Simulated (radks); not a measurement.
Mn+, configuration [Ar] 3d5 4s1. All-electron calculation, scalar-relativistic Kohn-Sham, Slater X-alpha with alpha = 0.617, spin-unpolarised, spherical densities, point nucleus. Program: a radial shooting solver on a logarithmic mesh with Libxc functionals.

Unscreened Slater integrals over Kohn-Sham orbitals (eV).

integral,value
"F0(4s,4s)",8.5957
"F0(4s,3d)",10.749
"G2(4s,3d)",1.5516
"F0(4s,3p)",11.096
"G1(4s,3p)",0.66598
"F0(4s,3s)",11.148
"G0(4s,3s)",0.47148
"F0(3d,3d)",21.006
"F2(3d,3d)",9.4220
"F4(3d,3d)",5.8067
"F0(3d,3p)",23.595
"F2(3d,3p)",10.879
"G1(3d,3p)",13.506
"G3(3d,3p)",8.1001
"F0(3d,3s)",24.176
"G2(3d,3s)",10.164
"F0(3p,3p)",27.066
"F2(3p,3p)",13.486
"F0(3p,3s)",27.819
"G1(3p,3s)",18.397
"F0(3s,3s)",28.647

Derived for the open shells (J is the average intra-shell exchange parameter used in DFT+U). 3d: Racah B = F2/49 - 5 F4/441 = 0.1265 eV, C = 35 F4/441 = 0.4609 eV, C/B = 3.64, F4/F2 = 0.616, J = (F2 + F4)/14 = 1.088 eV.
